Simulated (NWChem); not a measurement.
Species: C4H12Sn; SMILES [CH3][Sn]([CH3])([CH3])[CH3]

Not confirmed as a minimum by frequencies. def2 effective core potentials on Sn; no spin-orbit coupling.

Q: Give the equilibrium geometry at PBE-D3(BJ)/def2-SVP with def2 effective core potentials on Sn (NWChem) as a Z-matrix, with the point group.

A: point group Td; any orientation.
```
Sn
C 1 2.1781
H 2 1.1074 1 110.16
H 2 1.1074 3 108.77 1 -120.86
H 2 1.1074 3 108.78 4 -118.31
C 1 2.1782 2 109.50 3 -59.98
H 6 1.1074 1 110.15 2 -59.90
H 6 1.1074 7 108.79 1 -120.84
H 6 1.1074 7 108.77 8 -118.34
C 1 2.1782 2 109.49 3 60.06
H 10 1.1074 1 110.19 2 -60.00
H 10 1.1074 11 108.78 1 -120.85
H 10 1.1074 11 108.76 12 -118.30
C 1 2.1782 2 109.47 3 -179.97
H 14 1.1074 1 110.15 2 -59.93
H 14 1.1074 15 108.80 1 -120.84
H 14 1.1074 15 108.77 16 -118.33
```
